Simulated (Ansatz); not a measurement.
A nudged elastic band was laid between two geometries of CH$_{7}$GeNSi (11 atoms, charge 0, multiplicity 1).

Method: Ansatz 0.2.0, RKS PBE/def2-SVP.

```yaml
movable_images: 9
climbing_image: yes
spring: 5.0 eV/Å²
optimiser: quadratic models (default)
start_path: IDPP
force_threshold: 0.05 eV/Å
iteration_limit: 60
end_points: relaxed
```

Image 0:

```xyz
11
Properties=species:S:1:pos:R:3
C -1.376 1.388 -0.200
Ge -0.616 -0.415 0.034
N 1.027 -0.443 0.973
Si 1.523 -1.118 -0.553
H -2.203 1.360 -0.936
H -1.774 1.756 0.767
H -0.592 2.081 -0.559
H -1.680 -1.406 0.603
H 1.366 -0.356 1.933
H 2.484 -0.326 -1.407
H 1.906 -2.577 -0.635
```

Image 10:

```xyz
11
Properties=species:S:1:pos:R:3
C -1.299 1.374 -0.533
Ge -0.546 -0.426 -0.266
N 0.612 -0.565 1.225
Si 1.702 -0.992 -0.063
H -2.063 1.577 0.244
H -0.497 2.132 -0.462
H -1.779 1.442 -1.529
H -1.667 -1.513 -0.293
H 0.554 -0.610 2.244
H 2.852 -0.062 -0.366
H 2.196 -2.414 -0.181
```

**Question.** What changes between the two ends?

**Answer.** No bond is made or broken. The dihedral H7–C1–Ge2–Si4 goes from -6 to 114°. The two ends are copies of one structure, up to a mirror image or an exchange of like atoms.

**Question.** What energy profile does the band end with?

**Answer.** The run converged. The highest image is number 5 of 0 to 10, 0.029 eV above the ends, which have the same energy within 2 meV. A vibrational analysis at the climbing image gives one clearly imaginary mode, 100i cm⁻¹: a first-order saddle point.

```tsv
image	path coordinate (Å)	energy (eV)	dihedral H7–C1–Ge2–Si4 (°)
0	0.00	0.000	-6
1	0.34	0.004	5
2	0.67	0.011	17
3	1.01	0.020	28
4	1.35	0.027	40
5	1.69	0.029	51
6	2.05	0.026	64
7	2.41	0.018	76
8	2.77	0.009	89
9	3.13	0.002	101
10	3.49	0.000	114
```

**Question.** What is the geometry of the highest image?

**Answer.** 
```xyz
11
Properties=species:S:1:pos:R:3
C -1.327 1.381 -0.467
Ge -0.571 -0.427 -0.212
N 0.702 -0.546 1.188
Si 1.679 -1.015 -0.173
H -2.427 1.322 -0.579
H -1.080 1.995 0.422
H -0.897 1.866 -1.364
H -1.693 -1.507 -0.113
H 0.718 -0.577 2.209
H 2.809 -0.106 -0.590
H 2.151 -2.445 -0.300
```

**Question.** What are the harmonic wavenumbers there?

**Answer.** 100i, 108, 170, 228, 369, 452, 460, 573, 581, 626, 672, 712, 750, 809, 860, 918, 968, 1189, 1379, 1387, 2017, 2118, 2125, 2986, 3097, 3100, 3530 cm⁻¹.

Time of the run: 50 s on 2 threads of Intel(R) Xeon(R) Platinum 8488C (Sapphire Rapids), on a shared host, peak memory 0.18 GiB.
